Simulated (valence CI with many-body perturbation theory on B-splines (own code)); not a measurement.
# Forbidden lines of Se XIII

Level of theory: configuration interaction combined with many-body perturbation theory (CI+MBPT): four valence electrons over a frozen Dirac-Fock core [Ar], radial functions for each j: 9 s, 9 p, 10 d, 8 f, 5 g, 3 h, 1 i, with the one-electron correlation potential Σ1, the two-electron term Σ2, the three-electron term Σ3, Breit, model QED; selected CI, second order for the rest, scaled by the run's own slope (own B-spline code, finite nucleus).

No measured spectrum was set against this ion. As an estimate, terms of the open shell hold to 2 to 4 % of their energy, and close levels can change places. Core correlation moves these levels by up to 6700 cm⁻¹, and in measured spectra 5 to 20 % of such shifts remained as error; rates that hang on mixing are uncertain with them. Only levels of the ground parity were solved; by the run's estimate the other parity begins above the list, which can be wrong where configurations are misplaced.

Lines 51 to 100 of 120 in falling wavelength, among levels below 31.882 eV, chosen from the decays that carry over 1 % of a level's rate. Wavelengths and rates use the calculated energies, so an error of 2000 cm⁻¹ moves a line at 273.5 nm by 5.5 % and its rate by three times that or more. Electric multipoles are in the length gauge, E1 and E2 with the static RPA response of the core. Weak lines are less certain than strong ones. Lines between different terms over intervals too small for the method are left out, as are lines whose strength nearly cancels. Branching is blank where the lifetime is uncertain.

Names give the largest LS component (configuration and term), which can be under half, so a name can repeat, a term be missing and a line seem to break the LS rules; names also repeat where a configuration has a term twice. Letters in brackets count levels of one name in rising energy.

| λ vac (nm) | Upper | Lower | Type | A (s⁻¹) | Branch % |
| --- | --- | --- | --- | --- | --- |
| 273.5 | 3d⁴ ¹D_2 [a] | 3d⁴ ³P_2 [a] | M1 | 2.18e+01 | 17.1 |
| 255.0 | 3d⁴ ³H_4 | 3d⁴ ⁵D_4 | M1 | 8.21e+00 | 82.7 |
| 238.6 | 3d⁴ ¹D_2 [a] | 3d⁴ ³F_2 [a] | M1 | 1.92e+01 | 15.0 |
| 236.3 | 3d⁴ ³H_4 | 3d⁴ ⁵D_3 | M1 | 1.71e+00 | 17.2 |
| 234.1 | 3d⁴ ³H_5 | 3d⁴ ⁵D_4 | M1 | 1.31e-01 | 11.9 |
| 233.7 | 3d⁴ ¹D_2 [a] | 3d⁴ ³F_3 [a] | M1 | 3.77e+01 | 29.5 |
| 229.2 | 3d⁴ ¹F_3 | 3d⁴ ³G_4 | M1 | 1.25e+01 |  |
| 229.0 | 3d⁴ ³P_0 [a] | 3d⁴ ⁵D_1 | M1 | 1.62e+02 | 100.0 |
| 225.8 | 3d⁴ ¹F_3 | 3d⁴ ³G_3 | M1 | 9.24e+00 |  |
| 217.8 | 3d⁴ ¹D_2 [a] | 3d⁴ ³P_1 [a] | M1 | 9.51e+00 | 7.4 |
| 217.8 | 3d⁴ ³F_3 [a] | 3d⁴ ⁵D_4 | M1 | 4.23e+00 | 7.2 |
| 215.4 | 3d⁴ ³F_4 [b] | 3d⁴ ¹G_4 [a] | M1 | 6.05e+00 |  |
| 213.0 | 3d⁴ ¹F_3 | 3d⁴ ³P_2 [a] | M1 | 1.83e+00 |  |
| 209.2 | 3d⁴ ³P_2 [b] | 3d⁴ ³D_2 | M1 | 1.86e+01 | 17.2 |
| 207.4 | 3d⁴ ³F_4 [a] | 3d⁴ ⁵D_4 | M1 | 6.02e+01 | 73.0 |
| 205.2 | 3d⁴ ³P_1 [a] | 3d⁴ ⁵D_2 | M1 | 1.18e+02 | 89.5 |
| 204.4 | 3d⁴ ³P_2 [b] | 3d⁴ ³D_3 | M1 | 6.81e+00 | 6.3 |
| 204.0 | 3d⁴ ³F_3 [a] | 3d⁴ ⁵D_3 | M1 | 3.72e+01 | 63.4 |
| 200.8 | 3d⁴ ³F_2 [b] | 3d⁴ ³D_1 | M1 | 1.98e+01 | 13.6 |
| 200.4 | 3d⁴ ³F_2 [a] | 3d⁴ ⁵D_3 | M1 | 3.48e+00 | 7.8 |
| 196.4 | 3d⁴ ¹F_3 | 3d⁴ ³F_4 [a] | M1 | 4.08e+00 |  |
| 194.9 | 3d⁴ ³F_4 [a] | 3d⁴ ⁵D_3 | M1 | 1.45e+01 | 17.6 |
| 194.4 | 3d⁴ ³F_4 [b] | 3d⁴ ³D_3 | M1 | 2.68e+01 |  |
| 194.1 | 3d⁴ ³F_2 [b] | 3d⁴ ³D_2 | M1 | 2.58e+01 | 17.7 |
| 192.9 | 3d⁴ ³F_3 [a] | 3d⁴ ⁵D_2 | M1 | 1.57e+01 | 26.9 |
| 190.3 | 3d⁴ ³P_1 [a] | 3d⁴ ⁵D_0 | M1 | 6.77e+00 | 5.1 |
| 190.0 | 3d⁴ ³F_2 [b] | 3d⁴ ³D_3 | M1 | 6.31e+00 | 4.3 |
| 189.7 | 3d⁴ ³F_2 [a] | 3d⁴ ⁵D_2 | M1 | 2.53e+01 | 57.0 |
| 188.0 | 3d⁴ ¹F_3 | 3d⁴ ³F_3 [a] | M1 | 7.56e+00 |  |
| 182.4 | 3d⁴ ³G_3 | 3d⁴ ⁵D_4 | M1 | 2.54e+00 | 6.5 |
| 181.6 | 3d⁴ ³F_2 [a] | 3d⁴ ⁵D_1 | M1 | 1.56e+01 | 35.1 |
| 181.0 | 3d⁴ ³P_2 [a] | 3d⁴ ⁵D_3 | M1 | 6.23e+01 | 84.1 |
| 180.2 | 3d⁴ ³G_4 | 3d⁴ ⁵D_4 | M1 | 1.09e+01 | 57.0 |
| 172.6 | 3d⁴ ³G_3 | 3d⁴ ⁵D_3 | M1 | 1.64e+01 | 42.1 |
| 172.2 | 3d⁴ ³G_5 | 3d⁴ ⁵D_4 | M1 | 6.82e-01 | 3.7 |
| 170.7 | 3d⁴ ³G_4 | 3d⁴ ⁵D_3 | M1 | 4.14e+00 | 21.7 |
| 167.0 | 3d⁴ ¹F_3 | 3d⁴ ³H_4 | M1 | 4.61e+00 |  |
| 165.1 | 3d⁴ ³F_4 [b] | 3d⁴ ³G_5 | M1 | 1.59e+01 |  |
| 165.1 | 3d⁴ ³F_4 [b] | 3d⁴ ³G_5 | E2 | 1.42e+00 |  |
| 164.6 | 3d⁴ ³G_3 | 3d⁴ ⁵D_2 | M1 | 7.54e+00 | 19.3 |
| 158.3 | 3d⁴ ³F_4 [b] | 3d⁴ ³G_4 | M1 | 5.54e+00 |  |
| 156.7 | 3d⁴ ³F_4 [b] | 3d⁴ ³G_3 | M1 | 7.96e+00 |  |
| 156.3 | 3d⁴ ³P_2 [b] | 3d⁴ ³P_2 [a] | E2 | 1.39e+00 | 1.3 |
| 153.8 | 3d⁴ ³F_2 [b] | 3d⁴ ³G_3 | M1 | 4.60e+01 | 31.6 |
| 148.8 | 3d⁴ ³D_3 | 3d⁴ ⁵D_4 | M1 | 3.93e+01 | 58.3 |
| 142.4 | 3d⁴ ³P_2 [b] | 3d⁴ ³F_3 [a] | M1 | 1.30e+00 | 1.2 |
| 142.2 | 3d⁴ ³D_3 | 3d⁴ ⁵D_3 | M1 | 8.74e+00 | 13.0 |
| 141.9 | 3d⁴ ³F_4 [b] | 3d⁴ ³F_4 [a] | M1 | 1.51e+01 |  |
| 140.0 | 3d⁴ ³D_2 | 3d⁴ ⁵D_3 | M1 | 3.04e+01 | 40.5 |
| 138.4 | 3d⁴ ¹G_4 [a] | 3d⁴ ⁵D_4 | M1 | 3.06e+00 | 2.8 |
